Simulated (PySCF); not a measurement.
Basis-set dependence of excited states

Species: CH3FO2Si.
Z-matrix (Å and degrees, PBE0-D3(BJ)/def2-SVP geometry), rows numbered from 1:
```
O 
C   1  1.2012
O   2  1.3277  1  123.32
Si  3  1.7114  2  115.81  1     0.88
F   4  1.6132  3  102.54  2   178.77
H   2  1.1088  1  124.68  3  -179.80
H   4  1.4782  3  110.34  2    63.35
H   4  1.4782  3  110.26  2   -65.78
```

TDDFT with PBE0 (PySCF), vertical singlets, core orbitals frozen in the response, spherical d and f functions. Isolated species at its PBE0-D3(BJ)/def2-SVP geometry (one conformer only).

Problem. How do the low singlets change with the basis? Take 6-31G*, def2-SVP, 6-31+G*, def2-SVPD, aug-cc-pVDZ, def2-TZVP and def2-TZVPD.

Solution. 

| basis | functions | diffuse | S1 (eV) | S2 (eV) | S3 (eV) | S4 (eV) | S5 (eV) | LUMO (eV) | α (au) |
| --- | --- | --- | --- | --- | --- | --- | --- | --- | --- |
| 6-31G* | 80 | no | 5.90 | 7.94 | 8.37 | 8.48 | 8.63 | -0.16 | 33.6 |
| def2-SVP | 89 | no | 5.86 | 7.97 | 8.28 | 8.48 | 8.72 | -0.36 | 34.7 |
| 6-31+G* | 100 | yes | 5.86 | 7.71 | 7.91 | 8.21 | 8.26 | -0.62 | 39.1 |
| def2-SVPD | 137 | yes | 5.82 | 7.75 | 8.02 | 8.18 | 8.23 | -0.73 | 43.2 |
| aug-cc-pVDZ | 146 | yes | 5.78 | 7.61 | 7.72 | 7.99 | 8.13 | -0.68 | 43.7 |
| def2-TZVP | 179 | no | 5.81 | 7.75 | 8.11 | 8.20 | 8.29 | -0.57 | 40.3 |
| def2-TZVPD | 227 | yes | 5.79 | 7.63 | 7.79 | 8.12 | 8.15 | -0.68 | 43.7 |

States are compared by their number. Against the largest diffuse basis here (def2-TZVPD, itself not a converged limit), sets without diffuse functions differ by up to 0.12 eV in S1 and 0.57 eV in S5; the smaller diffuse sets differ by up to 0.08 and 0.11 eV. State by state, the largest deviation of a set without diffuse functions is S1 0.12, S2 0.34, S3 0.58, S4 0.36, S5 0.57 eV. The same number needn't mean the same state in each row. Against def2-TZVPD the polarisability deviates by -23% in 6-31G*, -21% in def2-SVP, -11% in 6-31+G*, -1% in def2-SVPD, 0% in aug-cc-pVDZ, -8% in def2-TZVP. A single + in a Pople set puts diffuse functions on heavy atoms only.
